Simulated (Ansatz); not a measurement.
F2H2OSZr, SMILES `[OH][Zr]([F])([F])[SH]`. Total charge 0; spin multiplicity 1. Correlated methods include outer-core shells of Zr, which these sets cover unevenly. Zr takes the def2 core potential.

```
atom    x (Å)    y (Å)    z (Å)
  O1   1.3705   0.6471  -0.0024
 Zr2  -0.1584  -0.3596   0.4961
  F3   0.2631  -2.1990   0.7211
  F4  -0.8911   0.2561   2.1379
  S5  -1.8207  -0.1074  -1.2949
  H6   2.2177   1.0799  -0.0679
  H7  -0.9810   0.6829  -1.9898
```

Problem. Give the diagnostics of a CCSD(T)/def2-TZVPP run (frozen core, the Gaussian-basis code of Ansatz). (Estimate.)

Solution. Ansatz gave: T1 = 0.0173, largest single amplitude 0.037, largest double 0.031, (T) share of the correlation energy 3.8 %, 11 CCSD cycles. The RHF solution is stable towards an unrestricted one. T1 lies under the customary mark of 0.02 for closed shells.
